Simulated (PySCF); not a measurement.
**BLYP on Ar+ (argon, charge +1)**

Configuration: [Ne] 3s2 3p5, 2P determinant. Calculation: PySCF 2.14, in aug-cc-pV(D+d)Z (5s4p3d, 32 functions); no relativity, point nucleus.

```json
{"Total energy": "-526.9499 hartree", "One-electron energy": "-719.4341 hartree", "Hartree (Coulomb) energy": "222.9991 hartree", "Exchange-correlation energy": "-30.5148 hartree", "Kinetic energy": "525.85603 hartree", "⟨S²⟩": "0.7516", "⟨L²⟩": "2.009", "Sum of ⟨r⟩": "13.81 bohr", "Sum of ⟨r²⟩": "20.28 bohr²", "Traceless quadrupole moment −½Σ⟨3z² − r²⟩ along its main axis": "1.14 e·bohr²", "Density at the nucleus (Gaussians lack the cusp)": "3740 bohr⁻³", "Spin density at the nucleus": "0.149 bohr⁻³", "Langevin diamagnetic susceptibility": "-16.1 ×10⁻⁶ cm³/mol"}
```

```tsv
shell	electrons	mean orbital energy (hartree)	spread (hartree)	rms radius, mean of both spins (bohr)
1s α	1	-114.78101	0	0.0998
1s β	1	-114.77362	0	0.0998
2s α	1	-11.34846	0	0.453
2s β	1	-11.34139	0	0.453
2p α	3	-8.97280	0.02932	0.420
2p β	3	-8.96307	0.01354	0.420
3s α	1	-1.35510	0	1.48
3s β	1	-1.30833	0	1.48
3p α	3	-0.82572	0.06355	1.70
3p β	2	-0.78664	0	1.70
```
